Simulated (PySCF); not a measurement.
A structure optimised at PBE0-D3(BJ)/def2-SVP, used in a PySCF frequency run:

```
N
C 1 1.4446
H 2 1.0987 1 110.45
H 2 1.1052 3 107.96 1 119.93
H 2 1.1088 3 108.28 4 115.85
C 1 1.4458 2 113.83 3 175.72
H 6 1.0983 1 110.42 2 -176.16
H 6 1.1052 7 108.13 1 -119.94
H 6 1.1079 7 108.05 8 -116.19
Te 1 2.0064 2 119.79 3 -33.79
O 10 2.0137 1 103.31 2 -75.59
H 11 0.9656 10 106.79 1 87.57
```

Task: Write its SMILES and formula.

Result: CN(C)[Te]O, C2H7NOTe

Task: What are its rotational constants (standard atomic weights)?

Result: 4.4445, 1.7591, 1.6934 GHz
